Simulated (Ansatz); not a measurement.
`C=C/C(F)=C\F` and `F/C=C(\F)C(F)F` differ in one atom or group (the configuration at the double bond changes too).

Ansatz, PBE0-D4/def2-TZVP geometries, multiplicity 1. Each molecule was computed in one conformer, which needn't be the lowest.

```tsv
property	`C=C/C(F)=C\F`
HOMO–LUMO gap (PBE/def2-TZVPP) / eV	3.72
size of the dipole moment (ωB97M-V/def2-TZVPP) / D	0.35
LUMO energy (PBE0/def2-TZVPP) / eV	-1.15
zero-point energy (PBE0-D4/def2-TZVP) / kJ/mol	185.2
HOMO–LUMO gap (PBE0/def2-TZVPP) / eV	5.72
HOMO–LUMO gap (B3LYP/def2-TZVPP) / eV	5.31
```

Give the same properties after the change, and the shifts. (Estimate.)

The calculation gave: 
```csv
property,`F/C=C(\F)C(F)F`,shift
HOMO–LUMO gap (PBE/def2-TZVPP) / eV,5.34,1.62
size of the dipole moment (ωB97M-V/def2-TZVPP) / D,1.47,1.12
LUMO energy (PBE0/def2-TZVPP) / eV,-0.33,0.82
zero-point energy (PBE0-D4/def2-TZVP) / kJ/mol,133.5,-51.7
HOMO–LUMO gap (PBE0/def2-TZVPP) / eV,7.71,1.99
HOMO–LUMO gap (B3LYP/def2-TZVPP) / eV,7.21,1.90
```

With PBE0 the HOMO falls by 1.16 eV and the LUMO rises by 0.82 eV, so the gap widens by about 1.98 eV. PBE moves the HOMO by -0.90 eV and ωB97M-V by -1.33 eV. The zero-point energy changes by -51.7 kJ/mol with -3 modes. Dipoles are sizes alone; their direction can turn.

B3LYP here is the variant with VWN-RPA as its local correlation; programs differ in this.
